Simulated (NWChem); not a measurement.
Species: WHSO₂F; SMILES [W](=[S])(=[O])([F])[OH]

```xyz
6

W     -0.0519    -0.1909    -0.0932
O      0.0210    -0.6634     1.5308
S      0.1228     1.9354    -0.1339
F     -1.6925    -0.6922    -0.8173
O      1.4050    -0.9225    -1.0005
H      2.1541    -1.4390    -0.6817
```
Atoms are numbered in this order, from 1.

Level: PBE0/def2-SVP with def2 effective core potentials on W (NWChem), optimised geometry, unscaled harmonic frequencies. def2 effective core potentials on W; no spin-orbit coupling.

Q: List the harmonic frequencies with IR intensities, and the thermochemistry.

A: 
```tsv
frequency (cm⁻¹)	IR intensity (km/mol)
155	94.9
185	0.7
190	5.3
213	3.8
243	23.7
299	19.9
541	192.2
566	49.1
708	111.4
764	86.9
1047	151.6
3914	371.2
```

```
Quantity                                                                           Result
-----------------------------------------------------------------------  ----------------
zero-point energy                                                           12.6 kcal/mol
thermal correction to the enthalpy at 298.15 K (with zero-point energy)     17.4 kcal/mol
heat capacity Cv                                                         21.0 cal/(mol K)
entropy at 298.15 K and 1 atm (symmetry number 1)                        84.1 cal/(mol K)
```

Rigid rotor and harmonic oscillator.
